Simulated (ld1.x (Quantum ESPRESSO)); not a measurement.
Varying the PAW potential for gold

Base potential:

ld1.x (Quantum ESPRESSO) 7.5 input, shortened:

```
&input
   title='Au', zed=79., rel=1, dft='PZ', iswitch=3,
   config='[Xe] 4f14 5d10 6s0 6p1'
 /
 &inputp
   pseudotype=3, lpaw=.true., tm=.true., lloc=-1, rcloc=2.05,
   nlcc=.false.,
   which_augfun='PSQ', rmatch_augfun_nc=.true.
 /
6
6S  1  0   0.00   0.00  2.15  2.50  0.0
6S  1  0   0.00   1.10  2.15  2.50  0.0
5P  2  1   6.00   0.00  1.60  2.15  0.0
6P  3  1   1.00   0.00  1.60  2.15  0.0
5D  3  2  10.00   0.00  2.10  2.50  0.0
5D  3  2   0.00   4.00  2.10  2.50  0.0
 &test
   configts(1)='5p6 5d10 6s0 6p1'
 /
```

All-electron outer shells of the reference configuration (LDA (PZ), scalar-relativistic, ld1.x):

```tsv
shell	level (eV)	outermost node (bohr)	outermost maximum (bohr)
5s	-110.92	0.48	0.84
4f	-83.71	–	0.37
5p	-62.22	0.52	0.96
5d	-9.19	0.56	1.21
6s	-7.65	1.11	2.27
6p	-2.01	1.32	3.34
```

Cutoffs, loose and tight: the cutoffs (Ry, on a coarse ladder) from which the occupation-weighted sum of valence levels, in a spherical-Bessel basis at the reference potential, stays within 10 and 1 mRy of its value at 400 Ry. They do not see the model core or the augmentation charge, which bear on the density cutoff. Test errors are all-electron minus pseudo excitation energies from the reference, over the configurations 5p6 5d10 6s1 6p0; 5p6 5d10 6s0 6p0; 5p6 5d9 6s0 6p0; 5p6 5d9 6s1 6p0; 5p6 5d10 6s0.5 6p0; 5p6 5d9 6s2 6p0; 5p6 5d8 6s0 6p0 (two spin-polarised tests are not counted in the largest error). A dash means not determined; rows that change the core or the reference have their own tests.

A true bound ghost makes a file unfit for plane-wave use even where its test errors are small: the radial tests pick states by their node count and pass the ghost by.

Cutoffs are not given where the Bessel-basis levels miss the radial ones by over 6 mRy, ghosts where they miss by over 20 mRy; a channel whose overlap is not positive is not tested.

A file whose overlap is not positive is unfit for use, and its test errors describe a broken file.

```csv
change,outcome,"cutoff, loose","cutoff, tight",bound ghosts,largest test error (meV)
base,generated,21 Ry,35 Ry,none,+12
local potential all-electron potential smoothed inside 0.96 bohr (lloc = -1),"generated, overlap not positive",–,–,not determined (overlap not positive),+2.5
local potential all-electron potential smoothed inside 1.32 bohr (lloc = -1),generated,21 Ry,35 Ry,s,-4.6
local potential all-electron potential smoothed inside 1.70 bohr (lloc = -1),generated,21 Ry,35 Ry,s,-8.8
local potential all-electron potential smoothed inside 1.96 bohr (lloc = -1),generated,25 Ry,35 Ry,none,+22
local potential all-electron potential smoothed inside 2.26 bohr (lloc = -1),generated,21 Ry,35 Ry,none,+17
local potential all-electron potential smoothed inside 2.46 bohr (lloc = -1),generated,21 Ry,35 Ry,none,-172
local potential all-electron potential smoothed inside 2.84 bohr (lloc = -1),generated,21 Ry,35 Ry,none,-95
```

Reading the sweep of the rcloc (base included, trends over the rows without a ghost): The loose cutoff stays near 21 Ry. The median size of the test errors (rows with all tests solved) is not monotonic: lowest 2.6 meV at 2.05 bohr, highest 5.8 meV at 2.26 bohr. Bound ghosts are found at 1.32, 1.7 bohr.
